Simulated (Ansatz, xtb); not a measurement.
## A geometry optimisation of CH2F3Si+ with r2SCAN-D4/def2-SVP

The starting geometry of this gas-phase singlet has its atoms placed at random.

```xyz
7

C    -1.1821   -0.3016    0.0569
F    -1.4161   -0.5029    1.5201
F    -0.5293    0.7621    1.9821
F    -0.9448    1.1522   -1.4595
Si    0.1240    0.0518   -1.5693
H    -0.2119    0.0406    1.6440
H     0.6024   -1.0193    0.0311
```

Guess where an optimisation with r2SCAN-D4/def2-SVP ends from this start.

It falls apart into CHF2Si + FH (formulas without charges). Distances that change by over a tenth: C1–F2 (1.50 → 1.28 Å). Contacts that close: C1–H7 (1.92 → 1.11 Å).

The energy falls by 10.26 eV over 24 steps:

```tsv
step	E − E(last) (eV)
1	10.258
4	2.592
6	1.655
9	0.182
11	0.020
14	0.004
16	0.002
19	0.000
21	0.000
24	0.000
```

Final geometry (Å):

```xyz
7

C    -0.6188   -0.7128    0.2008
F    -1.6688   -1.1656    0.7747
F    -0.2197    0.8471    1.3330
F    -0.2427    1.5620   -1.2442
Si   -0.8415    0.1344   -1.6878
H    -0.2595    0.7529    2.2697
H     0.2931   -1.2352    0.5590
```

From the same start GFN2-xTB reaches the same bonding as this run.

From so rough a start the end depends on the optimiser's path, so another program may land elsewhere. The end wasn't checked by frequencies. Run with Ansatz 0.2.0, 73 s on 1 thread of Intel(R) Xeon(R) Platinum 8259CL CPU @ 2.50GHz (Skylake/Cascade Lake), on a shared host.
